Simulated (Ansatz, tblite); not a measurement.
Forces on Sn₂Se₂ at its PBE-D4/def2-SVP geometry. Total charge 0; singlet.

In the def2 sets Sn takes a core potential; there is no spin–orbit coupling. The xTB rows come from tblite. The structure comes from a short search, and lower isomers may exist.

GFN1-xTB (tblite), largest force 1.20 eV/Å:

```xyz
4
positions Å, forces eV/Å
Sn    1.566   -0.511   -0.523   -1.081    0.317    0.425
Sn   -1.563    0.738    0.009    1.079   -0.531    0.065
Se   -0.769   -1.726   -0.460    0.343    0.812    0.069
Se    0.766    1.499    0.974   -0.341   -0.598   -0.558
```

GFN2-xTB (tblite), largest force 0.47 eV/Å:

```
Sn -0.245 -0.026 0.321
Sn 0.242 -0.220 0.239
Se 0.142 0.417 -0.149
Se -0.139 -0.171 -0.411
```

PBE0-D4/def2-TZVP (Ansatz), largest force 0.66 eV/Å:

```
Sn -0.446 0.089 0.263
Sn 0.444 -0.255 0.117
Se 0.255 0.605 0.042
Se -0.253 -0.439 -0.422
```
